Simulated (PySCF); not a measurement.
Species: C7H11N3.
Atom-mapped SMILES: `[CH3:1][c:2]1[cH:3][n:4][n:5][cH:6][c:7]1[N:8]([CH3:9])[CH3:10]`

NICS = −σ at a ghost point: NICS(0) at the centroid of the ring atoms, NICS(1) 1 Å to either side along the normal of their mean plane, zz for the tensor component along that normal. Level: GIAO PBE0/pcSseg-1 (PySCF, non-relativistic, gas phase) on the GFN2-xTB geometry, one conformer.

Ring bond lengths (Å), with Mayer bond orders in brackets: C2–C3 1.393 (1.38), C3–N4 1.319 (1.53), N4–N5 1.300 (1.31), N5–C6 1.312 (1.55), C6–C7 1.411 (1.26), C7–C2 1.406 (1.34).

Q: Give the NICS values of each ring in ppm.

A: 
| ring | type | NICS(0) | NICS(1), two faces | NICS(1)zz, two faces | rms pucker (Å) | centre to ring atoms, mean (Å) |
| --- | --- | --- | --- | --- | --- | --- |
| C2–C3–N4–N5–C6–C7 | 6-membered ring with 2 N; formal bonds all aromatic | -6.0 | -10.8 / -10.7 | -25.3 / -24.9 | 0.02 | 1.36 |

Q: What do they say, and how far can they be read as aromaticity?

A: 
- C2–C3–N4–N5–C6–C7: mean NICS(1)zz -25.1 ppm, shielded. For a flat ring without four-coordinate atoms the NICS criterion counts such a value as aromatic.

Q: What does the geometric index give? HOMA = 1 − mean of α(R − Ropt)² over the ring bonds, with Krygowski's 1993 parameters (CC: Ropt 1.388 Å, α 257.7 Å⁻²; CN: Ropt 1.334 Å, α 93.52 Å⁻²; NN: Ropt 1.309 Å, α 130.33 Å⁻²).

A: 
- C2–C3–N4–N5–C6–C7: HOMA 0.95; the largest term is that of C6–C7, α(R − Ropt)² = 0.14. The geometric and the magnetic index point the same way.

Q: At the first NICS(1) probe listed for ring C2–C3–N4–N5–C6–C7, 1 Å off the ring, what do the in-plane components average?

A: The isotropic value is a third of the trace: (3 × -10.8 − (-25.3))/2 = -3.6 ppm.

Q: How shielded are the nuclei of the rings and their hydrogens (means over atoms taken as equivalent)?

A: 
```tsv
atoms	environment	σ isotropic (ppm)	principal values of the symmetric part, first atom (ppm)
C2	substituted aromatic carbon	59.5	-33.8, 37.2, 175.0
C3	aromatic CH next to a ring nitrogen	30.0	-93.6, 53.1, 130.5
N4	pyridine-type nitrogen	-162.8	-547.3, -189.0, 247.9
N5	pyridine-type nitrogen	-185.9	-598.2, -205.9, 246.4
C6	aromatic CH next to a ring nitrogen	43.2	-72.3, 53.9, 148.0
C7	aromatic carbon bearing nitrogen	34.9	-50.6, 9.4, 145.9
H on C3	aromatic hydrogen	22.64	19.0, 19.6, 29.4
H on C6	aromatic hydrogen	22.88	18.2, 19.9, 30.6
```

Conformer computed: `[CH3:1][c:2]1[cH:3][n:4][n:5][cH:6][c:7]1[N:8]([CH3:9])[CH3:10]`: C6–C7–N8–C9 131°.
